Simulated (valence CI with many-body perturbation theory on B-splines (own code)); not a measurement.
## K⁵⁺: electric-dipole lines

Level of theory: relativistic CI+MBPT: four valence electrons over a frozen Dirac-Fock core [Ne], radial functions for each j: 11 s, 11 p, 9 d, 7 f, 5 g, 2 h, 1 i, with the one-electron correlation potential Σ1, the two-electron term Σ2, the three-electron term Σ3, Breit, model QED; selected CI, second order for the rest, scaled by the run's own slope (own B-spline code, finite nucleus).

Against 25 measured levels this calculation errs by 69 cm⁻¹ on average and by 276 at most. These come from a selection out of Sansonetti, J. Phys. Chem. Ref. Data 37, 7 (2008). Levels without a partner in it may be off by more.

Lines 201 to 215 of 215 in falling wavelength, among levels below 406090 cm⁻¹, chosen from the strongest by gf and those to the six lowest levels. Wavelengths and rates use the calculated energies, so an error of 70 cm⁻¹ moves a line at 29.02 nm by 0.02 % and its rate by three times that or more. Electric multipoles are in the length gauge, E1 and E2 with the static RPA response of the core. Weak lines are less certain than strong ones. Lines between different terms over intervals too small for the method are left out, as are lines whose strength nearly cancels. The highest levels of a list are the least certain.

Letters in brackets count levels of one name in rising energy.

| λ vac (nm) | λ from measured levels | Upper | Lower | A (s⁻¹) | S (a.u.) with core polarisation | S without |
| --- | --- | --- | --- | --- | --- | --- |
| 32.71 |  | 3s 3p2 3d 3D_2 [b] | 3s 3p3 5S°_2 | 7.67e+05 | 6.62e-05 | 6.84e-05 |
| 29.02 | 29.01 | 3s2 3p 4s 3P°_1 | 3s2 3p2 1S_0 | 8.75e+07 | 3.17e-03 | 3.08e-03 |
| 28.50 | 28.49 | 3s2 3p 4s 1P°_1 | 3s2 3p2 1S_0 | 3.61e+09 | 1.24e-01 | 1.21e-01 |
| 27.10 | 27.09 | 3s2 3p 4s 3P°_1 | 3s2 3p2 1D_2 | 8.82e+08 | 2.60e-02 | 2.52e-02 |
| 26.92 | 26.92 | 3s2 3p 4s 3P°_2 | 3s2 3p2 1D_2 | 9.30e+07 | 4.48e-03 | 4.36e-03 |
| 26.64 | 26.64 | 3s2 3p 4s 1P°_1 | 3s2 3p2 1D_2 | 2.32e+10 | 6.50e-01 | 6.31e-01 |
| 25.96 | 25.96 | 3s2 3p 4s 3P°_1 | 3s2 3p2 3P_2 | 6.83e+09 | 1.77e-01 | 1.72e-01 |
| 25.89 | 25.89 | 3s2 3p 4s 3P°_0 | 3s2 3p2 3P_1 | 1.61e+10 | 1.38e-01 | 1.34e-01 |
| 25.84 | 25.84 | 3s2 3p 4s 3P°_1 | 3s2 3p2 3P_1 | 3.79e+09 | 9.70e-02 | 9.40e-02 |
| 25.80 | 25.80 | 3s2 3p 4s 3P°_2 | 3s2 3p2 3P_2 | 1.20e+10 | 5.08e-01 | 4.92e-01 |
| 25.77 | 25.77 | 3s2 3p 4s 3P°_1 | 3s2 3p2 3P_0 | 5.13e+09 | 1.30e-01 | 1.26e-01 |
| 25.68 | 25.68 | 3s2 3p 4s 3P°_2 | 3s2 3p2 3P_1 | 3.99e+09 | 1.67e-01 | 1.62e-01 |
| 25.54 | 25.54 | 3s2 3p 4s 1P°_1 | 3s2 3p2 3P_2 | 4.47e+07 | 1.10e-03 | 1.07e-03 |
| 25.43 | 25.43 | 3s2 3p 4s 1P°_1 | 3s2 3p2 3P_1 | 2.12e+08 | 5.17e-03 | 5.00e-03 |
| 25.35 | 25.35 | 3s2 3p 4s 1P°_1 | 3s2 3p2 3P_0 | 1.86e+08 | 4.50e-03 | 4.35e-03 |
